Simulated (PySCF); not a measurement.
**Ionisation energy of Ne²⁺ by level of theory**

Ne²⁺ [He] 2s2 2p4 (3P) → Ne³⁺ [He] 2s2 2p3 (4S), as a difference of total energies. Calculation: PySCF 2.14, in aug-cc-pVDZ (4s3p2d, 23 functions); the non-relativistic Hamiltonian (point nucleus). Correlated levels: valence: 1s2 frozen. The calculations carry no spin-orbit coupling.

| method | ionisation energy (eV) | plus first-order spin-orbit estimate | error of that sum (eV) |
| --- | --- | --- | --- |
| UHF | 61.710 | 61.745 | -1.678 |
| MP2 (valence) | 62.465 | 62.501 | -0.922 |
| SCS-MP2 (valence) | 62.463 | 62.499 | -0.924 |
| CCSD (valence) | 62.470 | 62.506 | -0.917 |
| CCSD(T) (valence) | 62.484 | 62.520 | -0.903 |
| CCSDT (valence) | 62.485 | 62.521 | -0.902 |

Reference: 63.423 eV (measured; NIST Atomic Spectra Database, ionization energies).

A first-order spin-orbit estimate (lowest level to lowest level, LS coupling) adds 0.036 eV.

Errors of the correlated levels include the incompleteness of this basis and the frozen core.
